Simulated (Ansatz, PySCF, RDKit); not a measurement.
Noncovalent pair: C2H4 (SMILES C=C) (first 6 atoms) with CH3NO (SMILES NC=O); geometry from B3LYP-D3(BJ)/def2-TZVP.
(charge 0, multiplicity 1):
```xyz
12

C      0.45192     0.47743     0.73908
C     -0.42316    -0.51409     0.63306
H      1.20962     0.46829     1.51333
H      0.44869     1.31843     0.05562
H     -1.18063    -0.52779    -0.14183
H     -0.39737    -1.35252     1.31865
N     -0.95896     0.49576     3.91925
C     -0.07047    -0.34945     4.49094
O      0.75009    -1.00840     3.88876
H     -0.96336     0.60629     2.91509
H     -1.61370     1.01159     4.47957
H     -0.16454    -0.38472     5.59196
```

Monomers are frozen at their geometry in the pair; levels with a basis set take the counterpoise correction. Rows marked so take none. RDKit's UFF carries no charges.

Cores are frozen in the correlated methods. Rows in 6-31G* carry no dispersion term and start afresh at each structure (6-31G* with six Cartesian d functions).

Run with Ansatz (an electronic-structure program) with Gaussian orbitals; PySCF for 6-31G* rows, the dispersion terms; RDKit for the force fields. 

Q: Give the interaction energy at the level B2PLYP-D4/def2-TZVPPD.

A: -3.4 kcal/mol

Q: Give the interaction energy at the level UFF.

A: 0.5 kcal/mol

Q: Give the interaction energy at the level HF/6-31G* (no counterpoise).

A: -2.6 kcal/mol
